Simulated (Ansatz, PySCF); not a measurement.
Species: sum formula H$_{2}$PO$_{2}$ (charge 0, doublet). It need not be the lowest isomer of its formula. 
Structure (B3LYP-D3(BJ)/def2-TZVP (Ansatz, an electronic-structure program) minimum search):
```
P
O 1 1.6322
H 2 0.9675 1 113.79
O 1 1.6617 2 97.67 3 -33.44
H 4 0.9647 1 112.20 2 160.35
```
Charge 0, spin multiplicity 2.

Total electronic energies in hartree. Valence correlation only, unless marked. UHF or UKS for open shells. No spin-orbit coupling. Non-relativistic. Basis-set limits of correlation are two-point, X^-3; Hartree-Fock from the larger set. [CCSD(T)-MP2]/basis is that difference in the basis named.

| level | program | energy (Eh) |
|---|---|---|
| HF/6-31G | Ansatz | -491.48980 |
| HF-D4/def2-TZVPD | PySCF + dftd4 | -491.74102 |
| M06-L-D4/def2-TZVPD | PySCF + dftd4 | [?] |
| B97M-V/def2-TZVPD | Ansatz | [?] |
| r2SCANh/def2-TZVPD | Ansatz | -492.98292 |
| MN15/def2-TZVPD | PySCF | -492.83372 |
| CAM-B3LYP/def2-TZVPD | Ansatz | -493.05875 |
| LC-wPBE/def2-TZVPD | Ansatz | [?] |
| MP2/cc-pV(D+d)Z | Ansatz | -492.11859 |
| SCS-MP2/6-31G | Ansatz | -491.77665 |
| CCSD/cc-pV(T+d)Z | Ansatz | -492.35347 |
| CCSD(T)/STO-3G | Ansatz | -485.84849 |
| CCSD(T)/6-31G | Ansatz | -491.79921 |
| CCSD(T)/cc-pV(T+d)Z | Ansatz | -492.37764 |
| RI-MP2/CBS(cc-pV(T+d)Z,cc-pV(Q+d)Z)+[CCSD(T)-MP2]/cc-pV(T+d)Z | Ansatz | -492.4814 |

Task: What belongs in the gaps?

Result: 
- M06-L-D4/def2-TZVPD, energy (Eh): -493.05384
- B97M-V/def2-TZVPD, energy (Eh): -492.95306
- LC-wPBE/def2-TZVPD, energy (Eh): -492.90282
